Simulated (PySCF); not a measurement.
Two species compared at the same levels of theory.

First species: C6H16N2Si.
Structure used (GFN2-xTB), in Å, numbered top down from 1:
```xyz
25
C6H16N2Si angstrom
C      2.444    0.988    0.355
C      2.509   -0.509    0.093
C      1.255   -1.036   -0.595
Si    -0.363   -0.703    0.351
N     -0.014   -0.757    2.041
C     -1.975   -1.514   -0.293
C     -2.522   -0.107   -0.540
N     -1.358    0.631   -0.090
C     -1.316    2.059   -0.176
H      1.628    1.209    1.038
H      2.274    1.527   -0.575
H      3.374    1.342    0.794
H      3.381   -0.725   -0.533
H      2.651   -1.032    1.040
H      1.185   -0.589   -1.587
H      1.371   -2.110   -0.747
H      0.774   -1.275    2.387
H     -0.764   -0.749    2.712
H     -1.914   -2.109   -1.198
H     -2.554   -2.069    0.437
H     -3.409    0.132    0.059
H     -2.754    0.095   -1.592
H     -0.359    2.416    0.199
H     -2.118    2.511    0.421
H     -1.437    2.395   -1.214
```

Second species: C4H11FO2Si2.
SMILES: `O=COC([SiH3])([SiH3])CCF`

Levels: PBE0/pcSseg-1 for dipole moment, HOMO energy, LUMO energy and HOMO–LUMO gap; GFN2-xTB for rotational constant A and rotational constant C. Geometries: GFN2-xTB. Each structure is a single optimised conformer of the isolated species, non-relativistic unless stated; the electronic structure was computed with PySCF and density fitting.

Dipoles, sizes and rotational constants follow the conformer. The torsions of the flexible species, by atom-mapped SMILES:
- `[CH3:1][CH2:2][CH2:3][Si@:4]1([NH2:5])[CH2:6][CH2:7][N:8]1[CH3:9]`: C1–C2–C3–Si4 -57°, C2–C3–Si4–N5 -33°, H–N5–Si4–C3 -24°, H–N5–Si4–C3 -170°
- `[O:1]=[CH:2][O:3][C:4]([SiH3:5])([SiH3:6])[CH2:7][CH2:8][F:9]`: O1–C2–O3–C4 -2°, C2–O3–C4–Si5 -115°, O3–C4–C7–C8 63°, C4–C7–C8–F9 73°

Values for the first species:

- Dipole moment: 1.03 D
- HOMO energy: -5.84 eV
- LUMO energy: 1.11 eV
- HOMO–LUMO gap: 6.95 eV
- Rotational constant A: 1.940 GHz
- Rotational constant C: 0.852 GHz

(1) Estimate the same properties for the second species, and the change in each.

## Answers

(1) 
```tsv
property	first	second	second less first
dipole moment	1.03 D	2.57 D	+1.54 D
HOMO energy	-5.84 eV	-8.07 eV	-2.23 eV
LUMO energy	1.11 eV	-0.37 eV	-1.48 eV
HOMO–LUMO gap	6.95 eV	7.70 eV	+0.75 eV
rotational constant A	1.940 GHz	1.737 GHz	-0.203 GHz
rotational constant C	0.852 GHz	0.763 GHz	-0.089 GHz
```

On the first: The dipole matches unit charges of opposite sign 0.21 Å apart (1 e·Å = 4.8032 D). A dipole of 1.03 D is allowed in C1, and pure rotational transitions are dipole-allowed.

On the second: In atomic units the dipole is 1.01 e·bohr (1 au = 2.5417 D).
